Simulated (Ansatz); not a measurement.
Calculated with Ansatz (gas phase, PBE0-D4/def2-TZVP geometries, no zero-point term in ΔE). CCSD(T)/CBS adds triple-zeta CCSD(T) − MP2 to the extrapolated MP2 energy (def2 sets, frozen cores). This one scheme is used for every species. Functionals use def2-TZVPP. B3LYP here is the variant with VWN-RPA as its local correlation; programs differ in this. HSE06 is defined as in plane-wave codes. For Ge outer-core shells are correlated without core-valence functions, which leaves a few kJ/mol of doubt a bond. Scalar relativity is left out up to krypton. One conformer a species, not always the lowest.

`[OH][GeH]1[BH][O]1` + NH₃ → `[NH2][GeH]1[BH][O]1` + H₂O  (ligand exchange at a Ge–O bond)

```json
{"level": "PBE-D4", "ΔE (kJ/mol)": "16.5", "difference from CCSD(T)/CBS": "3.3"}
{"level": "r2SCAN-D4", "ΔE (kJ/mol)": "19.2", "difference from CCSD(T)/CBS": "6.0"}
{"level": "PBE0-D4", "ΔE (kJ/mol)": "14.0", "difference from CCSD(T)/CBS": "0.8"}
{"level": "B3LYP-D4", "ΔE (kJ/mol)": "17.9", "difference from CCSD(T)/CBS": "4.7"}
{"level": "HSE06-D4", "ΔE (kJ/mol)": "14.0", "difference from CCSD(T)/CBS": "0.8"}
{"level": "revPBE", "ΔE (kJ/mol)": "19.5", "difference from CCSD(T)/CBS": "6.3"}
{"level": "BLYP", "ΔE (kJ/mol)": "23.0", "difference from CCSD(T)/CBS": "9.8"}
{"level": "r2SCANh", "ΔE (kJ/mol)": "18.4", "difference from CCSD(T)/CBS": "5.2"}
{"level": "BHLYP", "ΔE (kJ/mol)": "18.6", "difference from CCSD(T)/CBS": "5.4"}
{"level": "CAM-B3LYP", "ΔE (kJ/mol)": "18.8", "difference from CCSD(T)/CBS": "5.6"}
{"level": "RPA@PBE/def2-TZVPP", "ΔE (kJ/mol)": "17.7", "difference from CCSD(T)/CBS": "4.5"}
{"level": "CCSD(T)/def2-SVP", "ΔE (kJ/mol)": "15.4", "difference from CCSD(T)/CBS": "2.2"}
{"level": "CCSD(T)/def2-TZVPP", "ΔE (kJ/mol)": "15.6", "difference from CCSD(T)/CBS": "2.4"}
{"level": "HF/def2-QZVPP", "ΔE (kJ/mol)": "19.7", "difference from CCSD(T)/CBS": "6.5"}
{"level": "SCS-MP2/def2-QZVPP", "ΔE (kJ/mol)": "15.0", "difference from CCSD(T)/CBS": "1.8"}
{"level": "MP2/CBS(def2)", "ΔE (kJ/mol)": "11.0", "difference from CCSD(T)/CBS": "-2.2"}
{"level": "CCSD(T)/CBS", "ΔE (kJ/mol)": "13.2", "difference from CCSD(T)/CBS": "0"}
```

Largest T1 diagnostic among the species: 0.016.

In def2-TZVPP, CCSD(T) changes the Hartree–Fock value by −3.8 kJ/mol (the triples alone add +0.0 kJ/mol) and MP2 by −5.9 kJ/mol. Leaving LDA and LC-ωPBE aside and taking each functional with its dispersion term where it has one, the values, not all of them listed here, spread over 10.5 kJ/mol, from PBE-QIDH to B97M-V. LDA lies −5.5 kJ/mol from PBE without D4. From BLYP to BHLYP (50 % exact exchange), in def2-TZVPP and without D4, ΔE moves by −4.4 kJ/mol.
